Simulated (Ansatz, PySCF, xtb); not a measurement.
Pair of molecules: GeH4 (SMILES [GeH4]) (first 5 atoms) with CH3I (SMILES CI); geometry from B3LYP-D3(BJ)/def2-TZVP, rigid monomers moved along the line of their centres of mass till Ge1···I7 is 3.68 Å.
(charge 0, multiplicity 1):
| atom | x (Å) | y (Å) | z (Å) |
|---|---|---|---|
| Ge | 0.1737 | 0.2634 | 0.1122 |
| H | -1.0361 | -0.4960 | 0.6764 |
| H | -0.0282 | 0.4817 | -1.3968 |
| H | 1.4535 | -0.5465 | 0.3494 |
| H | 0.2839 | 1.6286 | 0.8071 |
| C | -1.4306 | 1.1511 | 3.2686 |
| I | 0.2902 | -0.0420 | 3.7805 |
| H | -2.0486 | 0.5566 | 2.6061 |
| H | -1.9471 | 1.3882 | 4.1914 |
| H | -1.0671 | 2.0441 | 2.7739 |

Monomers are frozen at their geometry in the pair; levels with a basis set take the counterpoise correction. Rows marked so take none.

Rows in 3-21G, STO-3G carry no dispersion term and start afresh at each structure; the Pople sets are all-electron and without relativity.

The values were computed with Ansatz (Gaussian basis) for Hartree–Fock, density functionals and correlated methods; PySCF for 3-21G rows, STO-3G rows, the dispersion terms; xtb for the GFN methods.  In def2 rows elements past Kr take small-core potentials, without spin–orbit coupling.

Q: One of these levels gives -38.4 meV for the interaction energy. Which one is it?
A) PBE-D4/def2-TZVPPD
B) HF/STO-3G (no counterpoise)
C) GFN-FF
D) HF/3-21G (no counterpoise)

A: A, PBE-D4/def2-TZVPPD. The others give -11.4 (GFN-FF), 137.5 (HF/STO-3G (no counterpoise)), 119.2 (HF/3-21G (no counterpoise))

Ansatz is an electronic-structure program.
